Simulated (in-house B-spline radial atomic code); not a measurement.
Tc. Computed with a B-spline radial atomic code. Model: all-electron spherical atom, spin shells full or empty, radial basis limit, no spin-orbit coupling, Breit or QED, empty-state partial waves extrapolated as (l+1/2)^-4, RPA, G0W0 and static COHSEX of the highest shell as one setting changes (uncorrelated shells keep exact exchange).

Given: element Tc; charge 0; filled core Kr; hamiltonian one-electron scalar X2C; mean-field start HSE06; highest l of empty states 9; nuclear rms radius 4.4112 fm; highest mean-field shell 5s down.

Shell: 4d 5 0, 5s 1 1 (electrons up and down).

| lowest nl shells left uncorrelated | RPA correlation energy (hartree) | G0W0 level (eV) | G0W0 minus most complete (meV) | COHSEX level (eV) | removal by RPA minus most complete (meV) |
| --- | --- | --- | --- | --- | --- |
| 0 | -3.1467 | -7.1075 | 0 | -9.1082 | 0 |
| 1 | -2.9824 | -7.1075 | 0.1 | -9.108 | 0 |
| 2 | -2.7954 | -7.1083 | -0.8 | -9.1103 | 1 |
| 3 | -2.2648 | -7.1072 | 0.3 | -9.1072 | 0.7 |
| 4 | -2.0899 | -7.1131 | -5.6 | -9.1212 | 6.3 |
| 5 | ? | ? | ? | ? | ? |
| 6 | -0.8108 | -7.0824 | 25.1 | -9.0669 | -11.1 |
| 7 | -0.66933 | -7.0938 | 13.7 | -9.0983 | -1.4 |
| 8 | ? | ? | ? | ? | ? |
| 9 | -0.057986 | -6.4709 | 636.6 | -8.1795 | -760.7 |

(1) What follows for lowest nl shells left uncorrelated = 5?

(2) What follows for lowest nl shells left uncorrelated = 8?

Results:

(1) RPA correlation energy -1.5812 hartree; G0W0 level -7.1086 eV; G0W0 minus most complete -1 meV; COHSEX level -9.114 eV; removal by RPA minus most complete 3.5 meV.

(2) RPA correlation energy -0.26161 hartree; G0W0 level -6.9703 eV; G0W0 minus most complete 137.2 meV; COHSEX level -8.9405 eV; removal by RPA minus most complete -115 meV.
